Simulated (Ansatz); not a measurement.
`F[SiH2]CS` and `C[SiH2]F` differ in one atom or group.

Ansatz, PBE0-D4/def2-TZVP geometries, multiplicity 1. Each molecule was computed in one conformer, which needn't be the lowest.

| property | `F[SiH2]CS` |
| --- | --- |
| size of the dipole moment (ωB97M-V/def2-TZVPP) / D | 1.58 |
| HOMO–LUMO gap (PBE0/def2-TZVPP) / eV | 7.00 |
| HOMO energy (PBE/def2-TZVPP) / eV | -5.74 |
| size of the dipole moment (PBE/def2-TZVPP) / D | 1.52 |
| size of the dipole moment (B3LYP/def2-TZVPP) / D | 1.61 |
| LUMO energy (ωB97M-V/def2-TZVPP) / eV | 1.75 |

Q: What does the change do to each property? (Estimate.)

A: Ansatz gave: 
| property | `C[SiH2]F` | shift |
| --- | --- | --- |
| size of the dipole moment (ωB97M-V/def2-TZVPP) / D | 1.70 | 0.12 |
| HOMO–LUMO gap (PBE0/def2-TZVPP) / eV | 9.73 | 2.73 |
| HOMO energy (PBE/def2-TZVPP) / eV | -7.82 | -2.08 |
| size of the dipole moment (PBE/def2-TZVPP) / D | 1.67 | 0.15 |
| size of the dipole moment (B3LYP/def2-TZVPP) / D | 1.72 | 0.11 |
| LUMO energy (ωB97M-V/def2-TZVPP) / eV | 2.17 | 0.42 |

With PBE0 the HOMO falls by 2.27 eV and the LUMO rises by 0.46 eV, so the gap widens by about 2.73 eV. PBE moves the HOMO by -2.08 eV and ωB97M-V by -2.33 eV. The zero-point energy changes by -1.6 kJ/mol with -3 modes. Dipoles are sizes alone; their direction can turn.

B3LYP here is the variant with VWN-RPA as its local correlation; programs differ in this.
